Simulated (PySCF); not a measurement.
**SrIn⁺ at RHF-CCSD(T)**

Level: RHF-CCSD(T). PySCF, scalar-relativistic core potentials, basis sets Sr def2-SVP with ECP28, In def2-SVP with ECP28.

```json
{
  "state": "¹Σ⁺ (singlet), closed shell",
  "bond length": "3.783 Å",
  "harmonic wavenumber": "83.2 cm⁻¹",
  "force constant": "0.203 mdyn/Å",
  "rotational constant Be": "0.02365 cm⁻¹",
  "anharmonicity ωexe": "0.244 cm⁻¹",
  "vibration–rotation constant αe": "8.87e-05 cm⁻¹",
  "well depth De to Sr⁺ + In": "1.35 eV",
  "dissociation energy D0": "1.34 eV"
}
```

Correlated steps freeze 4 core orbitals. Correlated levels converge slowly with the basis: in double zeta they bind strong bonds too weakly, by up to about 1 eV, and carry superposition errors of some tenths. Spin–orbit coupling is left out, which matters for elements this heavy, above all for dissociation energies. For an ion De counts to the pair picked by the measured ionisation energies or electron affinities, which need not be the lowest pair at this level. Where the molecule has an RHF reference, its open-shell atoms are computed with UHF.
